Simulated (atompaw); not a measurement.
## Which change was made? (Nb, PAW (atompaw))

```
Element                 : Nb (Z = 41)
Generator               : atompaw 4.2.0.5
Type                    : PAW
Functional              : PBE
Relativity              : scalar-relativistic
Frozen core             : [Ar] 3d10 4s2
Valence charge          : 11
Reference configuration : 4p6 4d4 5s1 5p0
Partial waves           : 5s (bound): rc 2.60 bohr; 5s channel at 1.55 Ry: rc 2.75 bohr; 4p (bound): rc 1.70 bohr; 5p (bound, empty): rc 2.75 bohr; 4d (bound): rc 2.75 bohr; 4d channel at 0.1 Ry: rc 2.15 bohr; 4f channel at 0.05 Ry: rc 2.75 bohr
Local potential         : bessel scheme, radius 2.60 bohr
Core correction         : smooth core density matched at 1.40 bohr
Augmentation charge     : gaussian compensation charge, radius 2.55 bohr; PAW radius 2.75 bohr; waves and projectors: custom rrkj gramschmidtortho
```

Cutoffs, loose and tight: the cutoffs (Ry, on a coarse ladder) from which the occupation-weighted sum of valence levels, in a spherical-Bessel basis at the reference potential, stays within 10 and 1 mRy of its value at 400 Ry. They see the waves, projectors and local potential, not the compensation charge or the core.

The base gives: outcome: generated; cutoff, loose: 30 Ry; cutoff, tight: 50 Ry; bound ghosts: s.

Task: After one change the result is: outcome: generated; cutoff, loose: 15 Ry; cutoff, tight: 30 Ry; bound ghosts: s. Which change was it?
A. wave 4p (bound): rc 1.70 bohr becomes 4p (bound): rc 1.50 bohr
B. wave 4p (bound): rc 1.70 bohr becomes 4p (bound): rc 2.08 bohr
C. wave 4p (bound): rc 1.70 bohr becomes 4p (bound): rc 2.26 bohr

Result: C. The others give: wave 4p (bound): rc 1.70 bohr becomes 4p (bound): rc 2.08 bohr → outcome: generated; cutoff, loose: 18 Ry; cutoff, tight: 35 Ry; bound ghosts: s | wave 4p (bound): rc 1.70 bohr becomes 4p (bound): rc 1.50 bohr → outcome: generated; cutoff, loose: 35 Ry; cutoff, tight: 60 Ry; bound ghosts: s.
